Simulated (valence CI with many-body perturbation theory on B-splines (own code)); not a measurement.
Which ion has this spectrum?

A relativistic CI+MBPT calculation for an atom or ion with 22 electrons gives these levels (eV):

| J | Parity | E | g |
| --- | --- | --- | --- |
| 0 | even | 0.000 |  |
| 1 | even | 11.311 | 1.49 |
| 2 | even | 17.684 | 1.38 |
| 4 | even | 19.708 | 1.15 |
| 3 | even | 20.750 | 1.30 |
| 0 | even | 29.338 |  |
| 4 | even | 30.889 | 1.14 |
| 2 | even | 32.994 | 1.00 |
| 3 | even | 33.183 | 1.02 |
| 5 | even | 35.717 | 1.08 |
| 1 | even | 37.007 | 1.25 |
| 6 | even | 37.707 | 1.09 |
| 4 | even | 40.550 | 1.03 |
| 2 | even | 41.475 | 1.15 |

The energies are calculated, and their last digits are not significant.

Which is it?
A. Ba34+
B. Xe32+
C. Cs33+
D. Te30+

C. Cs33+, ground level (3d3/2^4) J=0.
